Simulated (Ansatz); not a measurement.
Nudged elastic band run: AsBH₃

The input (input.yaml):

```yaml
crystal:
  periodic: [false, false, false]
  atoms:
    - { symbol: B, position_ang: [0.259701, -1.052143, 0.513106] }
    - { symbol: As, position_ang: [-0.121664, 0.298543, -0.868901] }
    - { symbol: H, position_ang: [1.211778, -1.239576, 1.183386] }
    - { symbol: H, position_ang: [-1.608507, 0.431799, -0.692002] }
    - { symbol: H, position_ang: [0.258701, 1.561377, -0.135578] }
magnetization:
  spin_polarized: true
  initial_magnetization: 1
basis:
  gaussian: { orbitals: def2-TZVP }
hamiltonian:
  xc: { name: BHLYP }
  dispersion: d4
neb:
  order_check: false
  images: 7
  f_tol: 0.05
  max_iterations: 60
  final_atoms:
    - { symbol: B, position_ang: [0.27538066, -1.06344786, 0.48165322] }
    - { symbol: As, position_ang: [-0.67241534, 0.62816043, 0.12684206] }
    - { symbol: H, position_ang: [1.29359005, -1.28282831, 1.03515177] }
    - { symbol: H, position_ang: [-1.34440237, 0.27452731, -1.1713587] }
    - { symbol: H, position_ang: [0.44785601, 1.44358843, -0.47227735] }
  initial_path:
    images:
      - { positions_ang: [[0.259701, -1.052143, 0.513106], [-0.121664, 0.298543, -0.868901], [1.211778, -1.239576, 1.183386], [-1.608507, 0.431799, -0.692002], [0.258701, 1.561377, -0.135578]] }
      - { positions_ang: [[0.24660852, -1.01882243, 0.53850957], [-0.19617194, 0.3643524, -0.75828875], [1.22088648, -1.24472142, 1.13851017], [-1.63726523, 0.34333371, -0.77714451], [0.36595117, 1.55585774, -0.14157547]] }
      - { positions_ang: [[0.23351604, -0.98550186, 0.56391313], [-0.27067988, 0.4301618, -0.6476765], [1.22999496, -1.24986684, 1.09363434], [-1.66602346, 0.25486841, -0.86228702], [0.47320133, 1.55033848, -0.14757295]] }
      - { positions_ang: [[0.22042356, -0.95218129, 0.5893167], [-0.34518782, 0.4959712, -0.53706424], [1.23910344, -1.25501226, 1.04875851], [-1.69478169, 0.16640312, -0.94742954], [0.5804515, 1.54481923, -0.15357042]] }
      - { positions_ang: [[0.20733108, -0.91886072, 0.61472026], [-0.41969576, 0.56178061, -0.42645199], [1.24821193, -1.26015768, 1.00388268], [-1.72353991, 0.07793782, -1.03257205], [0.68770167, 1.53929997, -0.1595679]] }
      - { positions_ang: [[0.22434348, -0.95500751, 0.5814535], [-0.48287566, 0.57837556, -0.28812848], [1.25955646, -1.26582533, 1.01169995], [-1.62875553, 0.1270852, -1.06726871], [0.62774025, 1.51537209, -0.23774526]] }
      - { positions_ang: [[0.24135587, -0.99115429, 0.54818674], [-0.54605555, 0.59497052, -0.14980496], [1.27090099, -1.27149299, 1.01951722], [-1.53397114, 0.17623257, -1.10196537], [0.56777884, 1.4914442, -0.31592262]] }
      - { positions_ang: [[0.25836827, -1.02730108, 0.51491998], [-0.60923545, 0.61156547, -0.01148145], [1.28224552, -1.27716065, 1.02733449], [-1.43918676, 0.22537994, -1.13666204], [0.50781742, 1.46751632, -0.39409998]] }
      - { positions_ang: [[0.27538066, -1.06344786, 0.48165322], [-0.67241534, 0.62816043, 0.12684206], [1.29359005, -1.28282831, 1.03515177], [-1.34440237, 0.27452731, -1.1713587], [0.44785601, 1.44358843, -0.47227735]] }
```

Launched with:

```bash
$ ansatz run input.yaml --threads 2 --pin off --max-ram 3072MiB --backend cpu --events-out ev --progress --plain --runs-dir out
```

Output, in part (warnings, iteration lines, the closing report on the highest movable image, with atoms numbered from 0):

```
NEB end point (image 0): max|allowed force component| = 8.262e-3 eV/Å (the criterion of neb.relax_end_points is 1.000e-2)
NEB end point (image 8): max|allowed force component| = 1.343e-2 eV/Å (the criterion of neb.relax_end_points is 1.000e-2)
NEB iter   1: max|band force component| = 2.740e0 eV/Å  barrier→ = 1.7123 eV  barrier← = 1.7122 eV  Δτ_max = 0.2000 Å  (384 SCF iters)
NEB iter   2: max|band force component| = 1.225e0 eV/Å  barrier→ = 0.7209 eV  barrier← = 0.7209 eV  Δτ_max = 0.1643 Å  (291 SCF iters)
NEB iter   3: max|band force component| = 6.050e-1 eV/Å  barrier→ = 0.4771 eV  barrier← = 0.4770 eV  Δτ_max = 0.0719 Å  (288 SCF iters)
NEB iter   4: max|band force component| = 2.609e-1 eV/Å  barrier→ = 0.4412 eV  barrier← = 0.4411 eV  CI = image 4  Δτ_max = 0.0254 Å  (286 SCF iters)
NEB iter   5: max|band force component| = 6.735e-2 eV/Å  barrier→ = 0.4368 eV  barrier← = 0.4368 eV  CI = image 4  Δτ_max = 0.0158 Å  (296 SCF iters)
NEB iter   6: max|band force component| = 3.775e-2 eV/Å  barrier→ = 0.4359 eV  barrier← = 0.4358 eV  CI = image 4  Δτ_max = 0.0000 Å  (735 SCF iters)
Total energy: -61562.74540159 eV, -2262.3891647807 hartree
Atom 0 at     0.292845    -1.145520     0.572344 Å, force     0.017808     0.038491    -0.011509 eV/Å
Atom 1 at    -0.312755     0.369970    -0.302797 Å, force    -0.008895     0.017194    -0.017238 eV/Å
Atom 2 at     1.279990    -1.348729     1.174684 Å, force    -0.017999    -0.022551     0.005498 eV/Å
Atom 3 at    -1.601378     0.425286    -1.019469 Å, force     0.014998    -0.016059     0.019575 eV/Å
Atom 4 at     0.341307     1.698993    -0.424751 Å, force    -0.005913    -0.017075     0.003674 eV/Å
Dipole moment:    -0.049484     0.283340    -0.128351 e Å
```

The run converged. A vibrational analysis at the climbing image gives one clearly imaginary mode, 456i cm⁻¹: a first-order saddle point.

Final band (atoms are numbered from 1 in the order of the input):

| image | path coordinate (Å) | energy (eV) | height of As2 over the plane of its neighbours (Å) |
| --- | --- | --- | --- |
| 0 | 0.00 | 0.00 | 0.78 |
| 1 | 0.21 | 0.04 | 0.66 |
| 2 | 0.42 | 0.17 | 0.47 |
| 3 | 0.63 | 0.35 | 0.24 |
| 4 | 0.84 | 0.44 | 0.00 |
| 5 | 1.05 | 0.35 | -0.24 |
| 6 | 1.26 | 0.17 | -0.47 |
| 7 | 1.47 | 0.04 | -0.67 |
| 8 | 1.68 | 0.00 | -0.78 |

The run took 90 s on 2 threads of Arm Neoverse V2 (shared host), peak memory 0.21 GiB.
